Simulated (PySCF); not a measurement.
**UHF on Mn²⁺ (manganese, charge +2)**

Configuration: [Ar] 3d5, high-spin 6S determinant. Computed with PySCF 2.14 in aug-cc-pVTZ-DK (8s7p5d3f2g, 93 functions), with scalar relativity by spin-free X2C-1e.

```json
{
  "Total energy": "-1156.616058 hartree",
  "One-electron energy": "-1579.1722 hartree",
  "Hartree (Coulomb) energy": "473.7814 hartree",
  "Exchange energy": "-51.2253 hartree",
  "⟨S²⟩": "8.7506",
  "⟨L²⟩": "0.000",
  "Sum of ⟨r⟩": "14.84 bohr",
  "Sum of ⟨r²⟩": "15.86 bohr²",
  "Langevin diamagnetic susceptibility": "-12.6 ×10⁻⁶ cm³/mol"
}
```

```csv
shell,electrons,mean orbital energy (hartree),"rms radius, mean of both spins (bohr)"
1s α,1,-243.13549,0.0703
1s β,1,-243.13382,0.0703
2s α,1,-30.23517,0.302
2s β,1,-30.10354,0.302
2p α,3,-25.59537,0.273
2p β,3,-25.46323,0.273
3s α,1,-4.72946,0.917
3s β,1,-4.31561,0.917
3p α,3,-3.39045,0.986
3p β,3,-2.88731,0.986
3d α,5,-1.27956,1.24
```

Densities and radii are taken from the X2C orbitals without a picture-change correction, which distorts them close to the nucleus.

Spin-orbit constants ζ (cm⁻¹) from the X2C one-electron operator on these orbitals: bare nucleus, nucleus screened by l(l+1)(2l+1)/3 electrons, and screened by the Breit-Pauli mean field of the electrons.

| shell | bare | screened nucleus | mean field |
| --- | --- | --- | --- |
| 2p | 59330 | 54590 | 52440 |
| 3p | 7076 | 6510 | 6212 |
| 3d | 614.5 | 368.7 | 328.1 |
